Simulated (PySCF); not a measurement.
# P (phosphorus, neutral) across methods

[Ne] 3s1 3p3 3d1, high-spin 6D determinant (an excited configuration). All numbers are calculated (PySCF 2.14, scalar relativity by spin-free X2C-1e, in aug-cc-pCVTZ-DK with one added diffuse shell each of s, p, d, f type (9s8p6d4f, 91 functions)).

```csv
method,E (hartree),mean ε 3s α (eV),mean ε 3p α (eV),mean ε 3d α (eV),Σ⟨r²⟩ (bohr²),⟨S²⟩
PBE,-341.4327,-19.676,-10.492,-0.729,58.50,8.750
r2SCAN,-341.5797,-20.625,-10.931,-0.652,57.69,8.750
PW91,-341.5780,-19.683,-10.500,-0.731,57.97,8.750
TPSS,-341.6077,-19.943,-10.575,-0.672,58.54,8.750
PBE0,-341.4628,-22.036,-11.909,-1.078,57.90,8.750
UHF,-341.09077,-28.677,-15.783,-1.952,58.38,8.750
LC-wPBE,-341.4798,-25.280,-14.607,-2.233,54.16,8.750
LDA,-340.3019,-19.528,-10.423,-0.674,57.33,8.750
```

The outer electron is Rydberg-like, and this basis confines it to a smaller radius and binds it less than a complete one would.
